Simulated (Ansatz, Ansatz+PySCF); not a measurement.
```yaml
atoms:
  - { symbol: Si, position_ang: [0.0000, 0.0000, -1.1224] }
  - { symbol: P, position_ang: [0.0000, 0.0000, 1.1224] }
```

Basis set: def2-SVP (spherical functions). Left uncorrelated: 10 orbitals. Correlation on ROHF uses semicanonical orbitals with singles. Charge 0, multiplicity 2.

Computed with Ansatz (development build ahead of 0.2.0); each method stands on the lowest determinant of its kind that the runs found.

Give the atomization energy at this shape (free ground-state atoms in the same class of orbitals less the molecule, no zero-point energy) of doublet SiP by UHF-CCSDT(Q), ROHF-CCSD(T), UHF-CCSD(T), ROHF-MP2, UHF-MP2, ROHF, UHF.

```json
{"method": "UHF-CCSDT(Q)", "atomization energy": "65.21 kcal/mol"}
{"method": "ROHF-CCSD(T)", "atomization energy": "63.72 kcal/mol"}
{"method": "UHF-CCSD(T)", "atomization energy": "62.64 kcal/mol"}
{"method": "ROHF-MP2", "atomization energy": "61.36 kcal/mol"}
{"method": "UHF-MP2", "atomization energy": "50.83 kcal/mol"}
{"method": "ROHF", "atomization energy": "20.69 kcal/mol"}
{"method": "UHF", "atomization energy": "30.22 kcal/mol"}
```

Caution: the shape is not the minimum. Caution for UHF-CCSDT(Q), ROHF-CCSD(T), UHF-CCSD(T), ROHF-MP2, UHF-MP2: a plain start can end on a higher determinant. Caution for UHF-CCSDT(Q), UHF-CCSD(T), UHF-MP2, UHF: the unrestricted determinant is spin contaminated.
